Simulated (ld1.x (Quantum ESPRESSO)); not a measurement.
# Which change was made? (Os, ultrasoft)

```
Element                 : Os
Generator               : ld1.x (Quantum ESPRESSO) 7.5
Type                    : ultrasoft
Functional              : PBE
Relativity              : scalar-relativistic
Frozen core             : [Kr] 4d10
Valence charge          : 30
Reference configuration : 4f14 5s2 5p6 5d6.5 6s1.5 6p0
Partial waves           : 5s (bound): rcut 1.40, rcutus 1.80 bohr; 6s (bound): rcut 1.40, rcutus 1.80 bohr; 5p (bound): rcut 1.80, rcutus 2.45 bohr; 6p (bound, empty): rcut 1.80, rcutus 2.45 bohr; 5d (bound): rcut 1.70, rcutus 1.80 bohr; 5d channel at -0.05 Ry: rcut 1.70, rcutus 1.80 bohr; 4f (bound): rcut 0.60, rcutus 0.65 bohr; 4f channel at -1.15 Ry: rcut 0.60, rcutus 0.65 bohr
Local potential         : all-electron potential smoothed inside 1.05 bohr (lloc = -1)
Core correction         : Bessel-smoothed model core inside 0.60 bohr
Augmentation charge     : PSQ, inside the norm-conserving radii
```

Cutoffs, loose and tight: the cutoffs (Ry, on a coarse ladder) from which the occupation-weighted sum of valence levels, in a spherical-Bessel basis at the reference potential, stays within 10 and 1 mRy of its value at 400 Ry. They do not see the model core or the augmentation charge, which bear on the density cutoff. Test errors are all-electron minus pseudo excitation energies from the reference, over the configurations 4f14 5s2 5p6 5d6 6s2 6p0; 4f14 5s2 5p6 5d6 6s1 6p0; 4f14 5s2 5p6 5d6 6s0 6p0; 4f13 5s2 5p6 5d7 6s1 6p0; 4f14 5s2 5p6 5d6 6s1 6p1; 4f14 5s1 5p6 5d6 6s2 6p0; 4f14 5s2 5p6 5d7 6s1 6p0; variants that change the core or the reference have their own tests. The largest error is taken over the tests solved by every variant that gives reliable tests at all, those not shown here included: 4f13 5s2 5p6 5d7 6s1 6p0; 4f14 5s2 5p6 5d6 6s0 6p0; 4f14 5s2 5p6 5d6 6s1 6p0; 4f14 5s2 5p6 5d6 6s2 6p0; 4f14 5s2 5p6 5d7 6s1 6p0.

The base gives: outcome: generated; cutoff, loose: over 300 Ry; cutoff, tight: over 300 Ry; bound ghosts: s; largest test error (meV): -778.

(1) After one change the result is: outcome: generated; cutoff, loose: over 300 Ry; cutoff, tight: over 300 Ry; bound ghosts: none; largest test error (meV): -176. Which change was it?
A. waves 5p (bound): rcut 1.70, rcutus 1.80 bohr; 6p (bound): rcut 1.70, rcutus 1.80 bohr
B. all radii but the core radius scaled by about 1.08 (s 1.94, p 2.64, d 1.94, f 0.70 bohr, rcut 1.50/1.94/1.82/0.64); local potential all-electron potential smoothed inside 1.12 bohr (lloc = -1)
C. type TM; waves now 5p (bound): rc 2.45 bohr; 5d (bound): rc 1.80 bohr; 4f (bound): rc 0.65 bohr; 5s (bound): rc 1.80 bohr; local potential the s channel
D. waves 5s (bound): rcut 1.02, rcutus 1.08 bohr; 6s (bound): rcut 1.02, rcutus 1.08 bohr

## Answers

(1) D. The others give: all radii but the core radius scaled by about 1.08 (s 1.94, p 2.64, d 1.94, f 0.70 bohr, rcut 1.50/1.94/1.82/0.64); local potential all-electron potential smoothed inside 1.12 bohr (lloc = -1) → outcome: failed: find_q: too many iterations | type TM; waves now 5p (bound): rc 2.45 bohr; 5d (bound): rc 1.80 bohr; 4f (bound): rc 0.65 bohr; 5s (bound): rc 1.80 bohr; local potential the s channel → outcome: failed: run_pseudo: Errors in PS-KS equation | waves 5p (bound): rcut 1.70, rcutus 1.80 bohr; 6p (bound): rcut 1.70, rcutus 1.80 bohr → outcome: generated, overlap not positive; bound ghosts: s (p not tested, overlap not positive); largest test error (meV): -437. A file whose overlap is not positive is unfit for use, and its test errors describe a broken file.
